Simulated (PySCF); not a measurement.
**NMR data sheet: C8H10O**

```yaml
Formula: C8H10O
SMILES: C#C[C@@H]1CCC[C@@H]2O[C@H]12
InChI: InChI=1S/C8H10O/c1-2-6-4-3-5-7-8(6)9-7/h1,6-8H,3-5H2/t6-,7+,8-/m1/s1
Point_group_of_the_computed_structure: C1
Degrees_of_unsaturation: 4
Carbon_signals: 8
Proton_signals: 10
```

Structure with atom numbers: `[CH:1]#[C:2][C@@H:3]1[CH2:4][CH2:5][CH2:6][C@@H:7]2[O:8][C@H:9]12`; H(Xn) means a hydrogen on atom n. Ha(C4), Ha(C5), Ha(C6) are cis to C2 on the ring; Hb(C4), Hb(C5), Hb(C6) are trans to C2 on the ring.

- NMR shieldings at PBE0/pcSseg-1/GIAO
- PBE0-D3(BJ)/def2-SVP structure
- code: PySCF 2.14
- non-relativistic, gas phase, a single conformation

References, each an isolated molecule treated in the same way: $^{1}$H (31.27 ppm) and $^{13}$C (184.41 ppm) vs TMS; $^{17}$O (334.56 ppm) against H2O.

| carbon | δC, type | δH (multiplicity) | HMBC from (2–3 bonds) | span of the C tensor (ppm) |
| --- | --- | --- | --- | --- |
| C1 | 75.2, CH | 1.95 (d) | H(C3) | 215 |
| C2 | 88.8, C | – | H(C9), H(C3), H(C1), Ha(C4), Hb(C4) | 306 |
| C3 | 31.4, CH | 2.36 (m) | H(C9), H(C7), H(C1), Ha(C4), Hb(C4), Ha(C5), Hb(C5) | 15 |
| C4 | 27.3, CH2 | Hb(C4) 1.36 (m); Ha(C4) 1.52 (m) | H(C9), H(C3), Ha(C6), Hb(C6), Ha(C5), Hb(C5) | 27 |
| C5 | 23.6, CH2 | Ha(C5) 1.36 (m); Hb(C5) 0.96 (m) | H(C7), H(C3), Ha(C6), Hb(C6), Ha(C4), Hb(C4) | 7 |
| C6 | 25.5, CH2 | Ha(C6) 1.73 (m); Hb(C6) 1.59 (m) | H(C9), H(C7), Ha(C4), Hb(C4), Ha(C5), Hb(C5) | 20 |
| C7 | 49.5, CH | 2.69 (m) | H(C9), H(C3), Ha(C6), Hb(C6), Ha(C5), Hb(C5) | 92 |
| C9 | 53.9, CH | 2.85 (m) | H(C7), H(C3), Ha(C6), Hb(C6), Ha(C4), Hb(C4) | 85 |

Other nuclei:
```json
{"atoms": "O8", "nucleus": "$^{17}$O", "environment": "ether oxygen", "δ (ppm)": "41.8", "σ (ppm)": "292.8"}
```

1. Carbon types of the structure: 1 × C, 4 × CH, 3 × CH2, which accounts for all hydrogens.
2. δC 88.8: alkyne carbon; the triple bond shields along its axis, which puts it between sp3 and sp2 carbons.
3. δC 75.2: terminal alkyne carbon; the triple bond shields along its axis, which puts it between sp3 and sp2 carbons.
4. δC 53.9, 49.5: epoxide ring carbon; deshielded by the electronegative neighbour.
5. δH 2.85, 2.69: hydrogen on an epoxide ring carbon; its carbon carries O, which withdraws density.
6. δH 1.95: hydrogen on a terminal alkyne carbon; it lies on the axis of the triple bond, in its shielding cone.

Shifts are as computed. Against solution values, carbons near 30 ppm lie about +2 ppm off and those near 130 ppm about +5 ppm. Of 1211 compounds with measured shifts, 218 miss one by over three times the rms of a fit or turn the order of signals round; such compounds aren't used in these exercises. Experimental scales use liquid or dissolved standards, which lie at an offset from isolated H2O (liquid H2O: subtract about 36 ppm). Multiplicities follow the n + 1 count of equivalent neighbours, as no J values were calculated; m marks all less simple cases, F and P coupling included.
